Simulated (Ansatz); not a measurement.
```yaml
crystal:
  periodic: [false, false, false]
  atoms:
    - {symbol: Tl, position_ang: [-0.234864, -2.647370, -0.836271]}
    - {symbol: Tl, position_ang: [1.627211, 0.462986, 2.236850]}
    - {symbol: Tl, position_ang: [-1.868607, 1.420643, -0.256030]}
    - {symbol: Cl, position_ang: [1.187443, 1.682765, -0.411408]}
    - {symbol: Cl, position_ang: [-0.770560, -0.904276, 1.404626]}
    - {symbol: Cl, position_ang: [0.059376, -0.014759, -2.137777]}
basis:
  gaussian: {orbitals: def2-TZVP, initial_orbitals: start.molden}
total_charge: 1
magnetization: {spin_polarized: true, initial_magnetization: 1}
hamiltonian: {xc: {name: wB97X-V}}
scf: {omitted_lower_state_checks: [starts]}
output: {orbitals: {seedname: orbitals}}
```

The file start.molden holds the orbitals of an earlier run on this structure, at another level or in another basis.

```sh
$ ansatz run in.yaml --threads 4 --pin off --events-out ev --progress --plain --max-ram 4787MiB
```

Q: Does this run fit into the memory that it is given?

A: No. It has 261 basis functions, and Ansatz plans for 5.19 GiB where 4.67 GiB are given.
